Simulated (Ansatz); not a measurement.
Cost and result for the atomization energy of C$_{3}$H$_{5}$ClFIn (`C=C[CH2][In]([F])[Cl]`) (11 atoms, 10 bonds).

```xyz
11

C     0.855    0.864    1.240
C     1.149   -0.232    0.555
C     0.326   -0.886   -0.503
In   -1.537    0.074   -0.929
F    -2.164    1.694   -0.042
Cl   -3.139   -0.583   -2.472
H     1.537    1.247    1.990
H    -0.067    1.422    1.088
H     2.093   -0.736    0.766
H     0.865   -0.941   -1.454
H     0.083   -1.921   -0.240
```

Charge 0, multiplicity 1. Correlated methods include outer-core shells of In, which these sets cover unevenly. In: def2 effective core potential. The geometry is a stationary point of PBE0-D4/def2-TZVP. It is one conformer, not always the lowest. Program: Ansatz. All runs use 2 threads of an AMD EPYC 7R13 on a shared host and a share of an NVIDIA H100 80 GB. Times are those of one run each, without the atoms' runs, and a repeat can differ threefold. Electronic energies, without spin–orbit coupling; frozen cores. CCSD(T)/CBS adds CCSD(T) − MP2 in def2-TZVPP to the MP2 limit, and its time is that of the two runs behind it. T1 = 0.014. With those shells the extrapolation isn't a true limit. HSE06 is the plane-wave form, built on full-range PBE exchange.

CCSD(T)/CBS is a level of theory with its own doubt, some kJ/mol a heavy atom from the limit and from the frozen cores, so smaller differences don't rank the functionals.

| level | functions | wall time | atomization (kcal/mol) | difference from CCSD(T)/CBS | per bond |
| --- | --- | --- | --- | --- | --- |
| LDA (SPW92)/def2-TZVPP | 286 | 3.3 s | 1130.2 | 142.3 | 14.2 |
| CAM-B3LYP-D4/def2-TZVPP | 286 | 3.5 s | 984.5 | -3.4 | -0.3 |
| CCSD(T)/def2-SVP | 125 | 3.9 s | 936.5 | -51.4 | -5.1 |
| HSE06-D4/def2-TZVPP | 286 | 4 s | 989.3 | 1.4 | 0.1 |
| PBE0-D4/def2-TZVPP | 286 | 4.2 s | 988.7 | 0.8 | 0.1 |
| PBE-QIDH/def2-TZVPP | 286 | 4.4 s | 982.4 | -5.5 | -0.5 |
| BHLYP-D4/def2-TZVPP | 286 | 4.9 s | 950.1 | -37.8 | -3.8 |
| B2PLYP/def2-TZVPP | 286 | 5.5 s | 971.7 | -16.2 | -1.6 |
| ωB97X-V/def2-TZVPP | 286 | 5.5 s | 986.6 | -1.3 | -0.1 |
| MP2/def2-QZVPP | 530 | 6 s | 998.3 | 10.4 | 1.0 |
| B97M-V/def2-TZVPP | 286 | 7.5 s | 988.1 | 0.2 | 0.0 |
| CCSD(T)/def2-TZVPP | 286 | 10 s | 961.0 | -26.9 | -2.7 |
| CCSD(T)/CBS(def2) | – | 16 s | 987.9 | 0.0 | 0.0 |

From r2SCAN to r2SCAN0 (25 % exact exchange), in def2-TZVPP and without D4, the atomization energy moves by −17.4 kcal/mol: exact exchange takes away binding that semilocal exchange gives to molecules. At CCSD(T), def2-SVP lies −51.4 kcal/mol from the extrapolated value and def2-TZVPP −26.9 kcal/mol: correlation converges slowly with the basis, and small sets miss more of it in the bonded molecule than in its fragments. Leaving LDA and LC-ωPBE aside and taking each functional with its dispersion term where it has one, the values, not all of them listed here, spread over 57.6 kcal/mol, from BHLYP-D4 to PBE-D4. LDA lies +128.4 kcal/mol from PBE without D4, its usual overbinding.

Spin–orbit coupling would lower the free In atoms strongly, and the atomization energy with them, by more than many differences here.
